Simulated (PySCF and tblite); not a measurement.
Values are calculated unless marked as measured or tabulated.
C₇H₁₁N, numbered as in [N:1]#[C:2][CH:3]1[CH2:4][CH2:5][CH2:6][CH2:7][CH2:8]1. The same 2 conformers on PBE0-D3(BJ)/def2-SVP geometries, with only the functional of the single-point energies changed (basis set def2-TZVP, solvent none (gas phase), D3(BJ) where defined; PySCF).

The 6-ring runs over atoms 3–4–5–6–7–8.

```json
{"conformer": "1", "shape": "6-ring chair (all substituents equatorial)", "symmetry": "Cs", "dipole D": "4.54"}
{"conformer": "2", "shape": "6-ring chair (C2 axial)", "symmetry": "Cs", "dipole D": "4.11"}
```

Energies (kcal/mol) above conformer 1 and its weight at 298.15 K (thermal terms from GFN2-xTB):

| functional | E(2) − E(1) | weight of 1 (%) |
| --- | --- | --- |
| PBE0 | -0.04 | 53 |
| HSE06 | 0.02 | 55 |
| wB97X-D | 0.26 | 65 |
| BLYP | ? | ? |
| TPSS | -0.11 | 50 |
| BHandHLYP | 0.02 | 55 |
| CAM-B3LYP | 0.09 | 58 |

Q: What does BLYP give?

A: E(2) − E(1) = -0.05 kcal/mol, weight of conformer 1 52 %.

Q: How much does the choice of functional matter?

A: The widest range is that of E(2) − E(1), which runs from -0.11 (TPSS) to 0.26 kcal/mol (wB97X-D), a spread of 0.37, against RT = 0.59.
